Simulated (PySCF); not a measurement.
**Peak assignment**

Mapped SMILES: `[CH2:1]=[C:2]([C:3]#[N:4])[SiH:5]([CH3:6])[CH3:7]` (H(Xn): hydrogen on atom n). Ha(C1) is cis to C3; Hb(C1) is trans to C3.

One computed conformer, gas phase, rapidly exchanging positions averaged, non-relativistic. GFN2-xTB geometry; shielding tensors at PBE0/pcSseg-1 (GIAO); PySCF 2.14.

Chemical shifts δ = σref − σ; ¹³C, ¹H vs TMS, all at this level.

(1) Assign these signals to the numbered atoms. ¹³C{¹H} NMR (computed): δ 153.9, 131.3, 123.7, -3.2.

(2) Assign these signals to the numbered atoms. ¹H NMR (500 MHz, computed): δ 6.84 (br s, 1H), 6.63 (br s, 1H), 4.58 (sept, 1H), 0.38 (d, 6H).

Results:

(1) 
```tsv
δ (ppm)	atoms	environment	reason
153.9	C1	terminal =CH2 carbon	an sp2 carbon of a C=C bond
131.3	C2	fully substituted alkene carbon	as expected for a trigonal carbon in a double bond
123.7	C3	nitrile carbon	this is the usual window of a C≡N carbon, which has no attached hydrogen
-3.2	C6/C7	methyl carbon bonded to Si	an electropositive neighbour leaves it electron-rich and shielded
```

(2) 
```tsv
δ (ppm)	atoms	environment	reason
6.84	Ha(C1)	hydrogen on a terminal =CH2 carbon	olefinic region
6.63	Hb(C1)	hydrogen on a terminal =CH2 carbon	–
4.58	H(Si5)	hydrogen on a silicon bonded to 3 C	–
0.38	H(C6)/H(C7)	hydrogen on a methyl carbon bonded to Si	an electropositive neighbour shields it, as in TMS itself
```

Shifts are as computed. Against solution values, carbons near 30 ppm lie about +3 ppm off and those near 130 ppm about +5 ppm. Of 1211 compounds with measured shifts, 218 miss one by over three times the rms of a fit or turn the order of signals round; such compounds aren't used in these exercises. Multiplicities follow the n + 1 count of equivalent neighbours, as no J values were calculated; m marks all less simple cases, F and P coupling included.
